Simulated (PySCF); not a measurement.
C6H9O, SMILES O=C1C[CH]CCC1, multiplicity 2.

Geometry optimised at B3LYP-D3(BJ)/def2-SVP. The isomer is the one that the SMILES or the coordinates give; other isomers of the formula were not compared. The values are those of a single conformer.

Two levels are set side by side: PBE/def2-TZVP (PySCF) and ωB97X/def2-TZVP (PySCF). Same geometry, gas phase. Differences are taken from unrounded values.

| quantity | ωB97X |
|---|---|
| α-spin orbital gap (eV) | 9.88 |
| β-spin orbital gap (eV) | 10.11 |
| dipole moment (D) | 3.26 |

Question: What does PBE give, and how far is it from ωB97X? (Estimate from the structure and the level; the computed values follow.)

Answer: 
```csv
quantity,PBE,PBE minus ωB97X
α-spin orbital gap (eV),2.71,-7.16
β-spin orbital gap (eV),3.08,-7.03
dipole moment (D),2.98,-0.28
```

Rough cost on one machine, each run with all the roots and properties that it gave: ωB97X against PBE within a factor of 2.
